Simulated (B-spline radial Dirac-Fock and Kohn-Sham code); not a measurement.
# f′ and f″ of In, 528.6 eV to 6.156 keV

These are calculated numbers from a radial finite-basis atomic code; the model is the dispersion relation over Dirac-Hartree-Slater subshell photoionisation cross sections, with the Kissel-Pratt high-energy constant (isolated atom, no bound-bound lines or fine structure). The forward scattering factor is f₀ + f′ + i f″.

Edges near this range: L1 4238.0 eV, L2 3938.0 eV, L3 3730.0 eV, M1 827.2 eV, M2 703.2 eV, M3 665.3 eV, M4 451.4 eV, M5 443.9 eV.

| hν (eV) | λ (Å) | f′ (e) | f″ (e) | tabulated f′ | tabulated f″ |
| --- | --- | --- | --- | --- | --- |
| 528.6 | 23.46 | -34.872 | 30.999 | – | 27.61 |
| 718.7 | 17.25 | -21.008 | 27.816 | – | 27.15 |
| 883.3 | 14.04 | -13.057 | 24.022 | – | 23.37 |
| 1000 | 12.40 | -9.959 | 20.996 | -9.95 | 20.57 |
| 1253.6 | 9.890 | -6.824 | 16.015 | -6.89 | 15.32 |
| 1301 | 9.530 | -6.507 | 15.282 | -6.57 | 14.57 |
| 1411 | 8.787 | -5.959 | 13.767 | -6.03 | 13.07 |
| 1486.9 | 8.338 | -5.695 | 12.851 | -5.75 | 12.17 |
| 1567 | 7.912 | -5.494 | 11.983 | -5.55 | 11.33 |
| 1738 | 7.134 | -5.259 | 10.407 | -5.33 | 9.85 |
| 2000 | 6.199 | ? | ? | ? | ? |
| 2052 | 6.042 | -5.262 | 8.239 | -5.32 | 7.75 |
| 2458 | 5.044 | -5.745 | 6.340 | -5.83 | 6.01 |
| 2591 | 4.785 | -5.992 | 5.865 | -6.10 | 5.59 |
| 2984.4 | 4.154 | -7.023 | 4.746 | -7.16 | 4.58 |
| 4000 | 3.100 | -11.139 | 13.406 | -11.49 | 13.22 |
| 4168 | 2.975 | -8.693 | 12.588 | -9.06 | 12.30 |
| 4243 | 2.922 | -9.310 | 14.188 | -8.40 | 13.48 |
| 4510.9 | 2.749 | -5.093 | 12.882 | -5.11 | 12.53 |
| 4574 | 2.711 | -4.644 | 12.613 | -4.65 | 12.28 |
| 4664 | 2.658 | -4.097 | 12.244 | -4.11 | 11.93 |
| 5414.7 | 2.290 | -1.603 | 9.707 | -1.63 | 9.50 |
| 6000 | 2.066 | -0.767 | 8.249 | -0.79 | 8.06 |
| 6156 | 2.014 | -0.619 | 7.917 | -0.65 | 7.73 |

**Question.** What are f′ and f″ at 2000 eV?

**Answer.** f′ = -5.234 and f″ = 8.546 electrons (tables: -5.32 and 8.04). By the optical theorem f″ corresponds to a photoabsorption cross section 2 rₑ λ f″ = 299000 b.

Tabulated f′: xraylib 4.2 anomalous scattering factors (Cullen et al., EPDL97); f″: Chantler's tables (J. Phys. Chem. Ref. Data 1995 and 2000). Both are theoretical tables.
